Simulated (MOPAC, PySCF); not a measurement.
Stepwise substitution at one centre (Ga Cl-SiH3). Gas-phase values, no solvent. Strings in code marks are SMILES.

Quantity: vertical ionisation energy (energy after one electron is removed minus that of the parent at the parent's geometry), in eV.

Level 1: PBE-D3(BJ)/def2-TZVP // ωB97X-D3(BJ)/def2-TZVP (PySCF)
Level 2: PBE/6-31G* // ωB97X-D3(BJ)/def2-TZVP (PySCF)
Level 3: minus the HOMO energy of PM6 // ωB97X-D3(BJ)/def2-TZVP (MOPAC)
Level 4: minus the HOMO energy of ωB97X-D3(BJ)/def2-TZVP (PySCF)

| species | level 2 | level 3 | level 4 |
|---|---|---|---|
| `[SiH3][Ga]([Cl])[Cl]` | 9.99 | 10.35 | 10.73 |
| `[SiH3][Ga]([SiH3])[Cl]` | 8.82 | 9.10 | 9.57 |

Q: What does level 1 give for each?

A: 
- `[SiH3][Ga]([Cl])[Cl]`: 9.94
- `[SiH3][Ga]([SiH3])[Cl]`: 8.82
